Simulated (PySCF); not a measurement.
C$_{3}$H$_{2}$N, doublet, geometry from GFN2-xTB. Base run: CAMB3LYP/def2-SV(P) in PySCF.

Input for PySCF:
```python
from pyscf import gto, scf, dft

mol = gto.Mole()
mol.atom = '''
    C    -0.113138   -1.673188    0.009367
    C     0.548551   -0.556984   -0.005074
    C    -0.072797    0.716799   -0.002318
    H     0.061678   -2.721787    0.011804
    H     1.644219   -0.484411   -0.020722
    N    -0.554513    1.755205   -0.000419
'''
mol.basis = 'def2-sv(p)'
mol.charge = 0
mol.spin = 1
mol.verbose = 4
mol.build()

mf = dft.UKS(mol)
mf.xc = 'camb3lyp'
mf.kernel()
```

The base run was repeated with changes; each row names its change, and settings that it needs were set with it.

| change | ΔE vs base (µEh) | fitting functions | dipole (D) |
|---|---|---|---|
| base | 0.0 | - | 4.07 |
| auxbasis = cc-pvdz-jkfit | -15.3 | 326 | 4.07 |
| auxbasis = even-tempered beta=1.6 | -36.3 | 732 | 4.07 |
| auxbasis = cc-pvtz-ri | -275 | 384 | 4.07 |
| auxbasis = even-tempered beta=3.0 | -416 | 322 | 4.07 |
| auxbasis = autoaux | -81.6 | 462 | 4.07 |
| auxbasis = even-tempered beta=2.0 | -72.3 | 498 | 4.07 |
| auxbasis = default (with mf = mf.density_fit()) | -17.7 | 338 | 4.07 |
| only_dfj = on; auxbasis = def2-universal-jfit | -101 | 218 | 4.07 |
| auxbasis = def2-tzvp-ri | -137 | 334 | 4.07 |

A fitting set is made for a task (jfit for Coulomb, jkfit for Coulomb and exchange, ri for correlation) and for a family of orbital bases.

Open shells are given as the SCF converged; they aren't shown to be the lowest states, and a large step between rows can be another state.
